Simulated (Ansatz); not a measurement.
C3H9B2N, SMILES `CN1BCBC1`, relaxed with RKS PBE-D4/def2-SVP in Ansatz from a rough embedded geometry. The force threshold is 0.03 eV/Å; the program also tests the step.

Charge 0, multiplicity 1.

Start:

```xyz
15

C     0.640   -1.106   -1.481
N     0.860   -0.069   -0.457
B    -0.192    1.005   -0.661
C    -1.101    1.415    0.538
B    -0.543    0.307    1.570
C     0.670   -0.543    0.935
H     0.832   -0.739   -2.475
H    -0.342   -1.546   -1.355
H     1.453   -1.954   -1.285
H    -0.241    1.627   -1.716
H    -2.165    1.109    0.301
H    -0.955    2.395    0.897
H    -0.906    0.125    2.708
H     1.600   -0.397    1.513
H     0.390   -1.630    0.970
```

```
        step  energy (eV)  largest force (eV/Å)  largest move (Å)
           1   -6086.7995                 3.797             0.000
           2   -6087.5469                 1.813             0.194
           3   -6087.8616                 1.054             0.195
           4   -6088.0161                 0.902             0.200
           5   -6088.1746                 0.365             0.200
           6   -6088.2185                 0.254             0.200
7 (rejected)   -6088.0884                 0.922             0.200
           8   -6088.2339                 0.058             0.083
           9   -6088.2347                 0.059             0.043
          10   -6088.2355                 0.019             0.027
```

End:

```xyz
15

C     0.885   -1.128   -1.508
N     0.269   -0.270   -0.520
B    -0.356    0.978   -0.721
C    -0.971    1.505    0.652
B    -0.429    0.456    1.684
C     0.271   -0.715    0.880
H     0.834   -0.655   -2.507
H     0.378   -2.118   -1.563
H     1.955   -1.323   -1.266
H    -0.405    1.481   -1.830
H    -2.079    1.325    0.616
H    -0.898    2.581    0.917
H    -0.508    0.484    2.899
H     1.309   -0.907    1.251
H    -0.256   -1.693    1.018
```

It took 17 s on 4 threads of an Arm Neoverse V1 on a shared host, with 0.18 GiB of host memory at the peak.
